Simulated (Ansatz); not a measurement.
Computed with Ansatz on PBE0-D4/def2-TZVP structures; ΔE is electronic, products minus reactants. CBS: MP2 limit from def2 TZ/QZ plus the TZ coupled-cluster correction, frozen cores. This one scheme is used for every species. One conformer a species, not always the lowest.

Reaction (ligand exchange at the Si–O bond): `N[SiH2]O[SiH3]` + `C=N` → `C=N[SiH2]N` + `O[SiH3]`

```
         species  CCSD(T)/CBS(def2) energy (Eh)
`N[SiH2]O[SiH3]`                     -712.36147
           `C=N`                      -94.52360
    `C=N[SiH2]N`                     -440.16402
       `O[SiH3]`                     -366.69042
```

(1) Work out ΔE.

Largest T1 diagnostic among the species: 0.012.

## Answers

(1) ΔE = (-440.16402) + (-366.69042) − (-712.36147) − (-94.52360) = 0.03063 Eh = +0.83 eV.

In def2-TZVPP, CCSD(T) changes the Hartree–Fock value by −0.09 eV (the triples alone add −0.02 eV) and MP2 by −0.13 eV. From BLYP to BHLYP (50 % exact exchange), in def2-TZVPP and without D4, ΔE moves by +0.08 eV.
